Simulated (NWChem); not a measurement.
System: BN2H5; SMILES NBN

Here is an NWChem input.

```
start job
memory heap 200 mb stack 900 mb global 1100 mb
geometry units angstroms noautoz
  B      0.000000     0.000000    -0.481123
  H      0.000000     0.000000    -1.694724
  N     -1.243095     0.000000     0.188027
  H     -2.117778     0.000000    -0.313887
  H     -1.352224     0.000000     1.192929
  N      1.243095     0.000000     0.188027
  H      1.352224     0.000000     1.192929
  H      2.117778     0.000000    -0.313887
end
basis spherical
  * library 6-31g*
end
dft
  xc bhlyp
  iterations 150
  mulliken
end
task dft energy
```

Coordinates come from a PBE0/def2-SVP optimisation.

**Question.** Give the results of this calculation. (BHandHLYP/6-31G* (spherical d).) Quantities: energy (Ha); highest occupied level (eV); orbital gap (eV); dipole (D).

**Answer.** 
* **energy (Ha)**: -137.35
* **highest occupied level (eV)**: -7.77
* **orbital gap (eV)**: 11.42
* **dipole (D)**: 1.44
